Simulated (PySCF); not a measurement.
CH5N2, SMILES NC=[NH2+], charge +1. Atoms are numbered in the order given.

```xyz
8

N      0.0000     1.1682    -0.1757
C      0.0000     0.0000     0.4278
N      0.0000    -1.1682    -0.1757
H      0.0000     1.2718    -1.1893
H      0.0000     2.0229     0.3753
H      0.0000     0.0000     1.5203
H      0.0000    -1.2718    -1.1893
H      0.0000    -2.0229     0.3753
```
Charge +1, spin multiplicity 1.

Geometry: PBE-D3(BJ)/def2-TZVP. Other conformers were not sampled.

Two levels are set side by side: PBE/pcJ-1 (PySCF) and B3LYP/pcJ-1 (PySCF). One-bond couplings, all four terms, same geometry. Isotopes: 13C, 14N, 1H. Differences are taken from unrounded values.

```tsv
quantity	B3LYP
¹J(N1,C2) (Hz)	16.5
¹J(C2,N3) (Hz)	16.5
¹J(N1,H4) (Hz)	72.0
¹J(N1,H5) (Hz)	76.6
¹J(C2,H6) (Hz)	207.1
¹J(N3,H7) (Hz)	72.0
¹J(N3,H8) (Hz)	76.6
```

What does PBE give, and how far is it from B3LYP? (An estimate is asked for; the answer gives what the named calculation found.)


```json
[
 {"quantity": "¹J(N1,C2) (Hz)", "PBE": "14.1", "PBE minus B3LYP": "-2.4"},
 {"quantity": "¹J(C2,N3) (Hz)", "PBE": "14.1", "PBE minus B3LYP": "-2.4"},
 {"quantity": "¹J(N1,H4) (Hz)", "PBE": "66.1", "PBE minus B3LYP": "-5.9"},
 {"quantity": "¹J(N1,H5) (Hz)", "PBE": "70.9", "PBE minus B3LYP": "-5.6"},
 {"quantity": "¹J(C2,H6) (Hz)", "PBE": "192.1", "PBE minus B3LYP": "-15.1"},
 {"quantity": "¹J(N3,H7) (Hz)", "PBE": "66.1", "PBE minus B3LYP": "-5.9"},
 {"quantity": "¹J(N3,H8) (Hz)", "PBE": "70.9", "PBE minus B3LYP": "-5.6"}
]
```

Rough cost on one machine, each run with all the roots and properties that it gave: B3LYP against PBE about 2 times.
